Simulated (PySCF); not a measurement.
H3InOSe2, SMILES [OH][In]([SeH])[SeH].

Coordinates come from a B3LYP-D3(BJ)/def2-SVP optimisation. The structure was generated by enumeration; whether it is a known compound was not checked. The def2 effective core potentials stand for the cores of In; spin–orbit coupling is left out. Other conformers were not sampled.

Two levels are set side by side: TDA-PBE/def2-SVPD (PySCF) and TDA-CAM-B3LYP/def2-SVPD (PySCF). Vertical, same geometry. The lowest singlet is HOMO→LUMO 100 % with PBE and HOMO→LUMO 94 % with the other functional; states are paired by order. Differences are taken from unrounded values.

```
quantity                               TDA-CAM-B3LYP
-------------------------------------  -------------
lowest singlet excitation (eV)                  4.00
lowest triplet excitation (TDA) (eV)            3.66
first bright state (f over 0.05) (eV)           5.67
its oscillator strength                         0.06
```

Task: What does TDA-PBE give, and how far is it from TDA-CAM-B3LYP? (An estimate is asked for; the answer gives what the named calculation found.)

Result: 
| quantity | TDA-PBE | TDA-PBE minus TDA-CAM-B3LYP |
|---|---|---|
| lowest singlet excitation (eV) | 3.26 | -0.74 |
| lowest triplet excitation (TDA) (eV) | 2.99 | -0.67 |
| first bright state (f over 0.05) (eV) | 5.43 | -0.24 |
| its oscillator strength | 0.19 | 0.14 |

A lower first singlet is the usual sign of a functional without exact exchange. Differences between two approximate levels are no errors against the true value.

Rough cost on one machine, each run with all the roots and properties that it gave: TDA-CAM-B3LYP against TDA-PBE about 4 times.
